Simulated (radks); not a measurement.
The numbers below are computed, except where a source is named.
Task: All-electron atom: Cu in [Ar] 3d10 4s1 (the NIST ground configuration). Code: a radial shooting solver on a logarithmic mesh with Libxc functionals. Model: Dirac Kohn-Sham, PBE, spin-unpolarised, spherical densities, point nucleus. Some entries of the table are withheld. Estimate them.

orbital  occ.  eigenvalue (eV)  <1/r> (bohr^-1)
1s1/2       2        -8848.914            29.16
2s1/2       2        -1062.109              (1)
2p1/2       2              (2)            6.314
2p3/2       4              (3)            6.173
3s1/2       2        -114.6729            2.003
3p1/2       2         -73.8607            1.867
3p3/2       4         -71.2802            1.833
3d3/2       4          -5.2025            1.376
3d5/2       6          -4.9325            1.363
4s1/2       1          -4.6101           0.4450

Result: 
(1) 2s1/2 <1/r> (bohr^-1): 6.359
(2) 2p1/2 eigenvalue (eV): -930.3928
(3) 2p3/2 eigenvalue (eV): -909.8965
